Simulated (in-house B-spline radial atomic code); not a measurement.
V¹¹⁺. Computed with a B-spline radial atomic code. Model: all-electron spherical atom, spin shells full or empty, radial basis limit, no spin-orbit coupling, Breit or QED, empty-state partial waves extrapolated as (l+1/2)^-4, RPA, G0W0 and static COHSEX of the highest shell as one setting changes (uncorrelated shells keep exact exchange).

Given: element V; charge 11; filled core Ne; hamiltonian one-electron scalar X2C; mean-field start r2SCAN; highest l of empty states 9; nuclear rms radius 3.6002 fm; highest mean-field shell 3s.

Shell: 3s 1 1 (electrons up and down).

| natural log step of frequency grid | RPA correlation energy (hartree) | G0W0 level (eV) | G0W0 minus most complete (meV) | RPA minus most complete (millihartree) | linearised minus solved G0W0 (meV) |
| --- | --- | --- | --- | --- | --- |
| 0.25 | -0.82177 | -309.12 | 0 | 0 | 70.8 |
| 0.4 | -0.82177 | -309.12 | 0.1 | 0 | 70.8 |
| 0.6 | ? | ? | ? | ? | ? |
| 0.9 | -0.8218 | -309.12 | -0.8 | 0 | 70.5 |
| 1.3 | -0.82159 | -309.12 | -0.9 | 0.2 | 78.4 |
| 1.8 | ? | ? | ? | ? | ? |
| 2.5 | -0.79921 | -308.92 | 197 | 22.6 | 53 |
| 3.5 | -0.73047 | -308.03 | 1088.9 | 91.3 | 150.8 |

Problem. What follows for natural log step of frequency grid = 1.8?

Solution. RPA correlation energy -0.82087 hartree; G0W0 level -309.03 eV; G0W0 minus most complete 83.2 meV; RPA minus most complete 0.9 millihartree; linearised minus solved G0W0 65.4 meV.

Problem. What follows for natural log step of frequency grid = 0.6?

Solution. RPA correlation energy -0.82177 hartree; G0W0 level -309.12 eV; G0W0 minus most complete 0.1 meV; RPA minus most complete 0 millihartree; linearised minus solved G0W0 70.8 meV.
